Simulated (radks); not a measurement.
Isoelectronic series with 2 electrons, each ion in its NIST ground configuration. Method: scalar-relativistic Kohn-Sham, r2SCAN, spin-unpolarised, spherical densities, finite nucleus; meta-GGA in the generalised Kohn-Sham scheme; Fermi nuclear charge, rms radius of each element as measured or else 0.836 A^(1/3) + 0.57 fm; computed with a radial shooting solver on a logarithmic mesh with Libxc functionals. Total energies (hartree) and orbital eigenvalues (eV) (* marks an orbital that is empty in some or all of the ions):

[
 {"ion": "Cd46+", "configuration": "[He]", "E (hartree)": "-2348.15264", "2s*": "-7543.924", "1s": "-31242.90"},
 {"ion": "Sn48+", "configuration": "[He]", "E (hartree)": "-2556.58021", "2s*": "-8241.712", "1s": "-34045.94"},
 {"ion": "Te50+", "configuration": "[He]", "E (hartree)": "-2774.89309", "2s*": "-8974.596", "1s": "-36983.05"},
 {"ion": "Xe52+", "configuration": "[He]", "E (hartree)": "-3003.28366", "2s*": "-9743.382", "1s": "-40056.81"},
 {"ion": "Ba54+", "configuration": "[He]", "E (hartree)": "-3241.9483", "2s*": "-10548.92", "1s": "-43269.85"},
 {"ion": "Ce56+", "configuration": "[He]", "E (hartree)": "-3491.1036", "2s*": "-11392.13", "1s": "-46625.09"},
 {"ion": "Nd58+", "configuration": "[He]", "E (hartree)": "-3750.9791", "2s*": "-12274.00", "1s": "-50125.62"},
 {"ion": "Sm60+", "configuration": "[He]", "E (hartree)": "-4021.7935", "2s*": "-13195.54", "1s": "-53774.39"},
 {"ion": "Gd62+", "configuration": "[He]", "E (hartree)": "-4303.8506", "2s*": "-14157.97", "1s": "-57575.47"},
 {"ion": "Dy64+", "configuration": "[He]", "E (hartree)": "-4597.4209", "2s*": "-15162.49", "1s": "-61532.50"},
 {"ion": "Er66+", "configuration": "[He]", "E (hartree)": "-4902.8200", "2s*": "-16210.44", "1s": "-65649.74"},
 {"ion": "Yb68+", "configuration": "[He]", "E (hartree)": "-5220.3541", "2s*": "-17303.21", "1s": "-69931.30"},
 {"ion": "Hf70+", "configuration": "[He]", "E (hartree)": "-5550.3975", "2s*": "-18442.39", "1s": "-74382.20"},
 {"ion": "W72+", "configuration": "[He]", "E (hartree)": "-5893.3340", "2s*": "-19629.65", "1s": "-79007.63"},
 {"ion": "Os74+", "configuration": "[He]", "E (hartree)": "-6249.5448", "2s*": "-20866.73", "1s": "-83812.69"},
 {"ion": "Pt76+", "configuration": "[He]", "E (hartree)": "-6619.5198", "2s*": "-22155.69", "1s": "-88803.98"}
]
